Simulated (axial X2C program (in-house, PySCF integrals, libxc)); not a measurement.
TeSe⁻: from Re and ωe to a spectrum

A bond curve at the PBE0 level, two-component, was computed with an in-house relativistic program for diatomic molecules (basis Te dyall-acv3z [12s13p9d5f1g], Se dyall-acv3z [9s10p7d5f1g] (cores contracted in-house)) for the state Ω = 3/2 (⟨Sz⟩ = 0.50, ⟨Lz⟩ = 1.00 at PBE0). Its fit gives Re = 2.4662 Å, ωe = 270.4 cm⁻¹, ωexe = 0.585 cm⁻¹ and αe = 1.629e-04 cm⁻¹; the masses are 129.9062 and 79.9165 u. Two-component means X2C with spin–orbit coupling and atomic mean-field Coulomb and Gaunt terms.

(1) Find the reduced mass, Be and the force constant.

(2) A Morse curve ties αe to the other constants (Pekeris). How well does that hold?

(3) Where do the fundamental and the first overtone lie?

(4) Estimate De from a Morse curve and compare with the computed well depth of 3.119 eV to Te + Se-.

(5) Estimate the centrifugal constant by the Kratzer relation.

The state is one determinant whose occupation by symmetry is held fixed; it was picked as the lowest of a PBE0 search that is not exhaustive. De is counted from the lowest determinant-based energies of the atoms at the same level, without counterpoise correction. Density functionals use the spin component along the axis (collinear). Without a current term, density functionals place determinants with orbital angular momentum somewhat too high. The highest occupied level of some functionals is positive through self-interaction error; at Hartree–Fock it is bound.

Results:

(1) From the PBE0 values: μ = 49.4782 u. Be = 16.8576/(μ Re²) = 0.05602 cm⁻¹. k = 5.8918×10⁻⁷ μ ωe² = 2.13 mdyn/Å.

(2) αe(Morse) = 6Be²/ωe × (√(ωexe/Be) − 1) = 1.554e-04 cm⁻¹; the PBE0 curve gives 1.629e-04 cm⁻¹, a ratio of 0.95.

(3) ν(1←0) = ωe − 2ωexe = 269.2 cm⁻¹; ν(2←0) = 2ωe − 6ωexe = 537.3 cm⁻¹.

(4) De(Morse) = ωe²/(4ωexe) = 3.874 eV against 3.119 eV computed, a ratio of 1.24. The extrapolation overshoots: the well softens faster than a Morse curve, or the lowest atomic limit lies below the one to which the curve heads.

(5) D = 4Be³/ωe² = 9.62e-09 cm⁻¹.
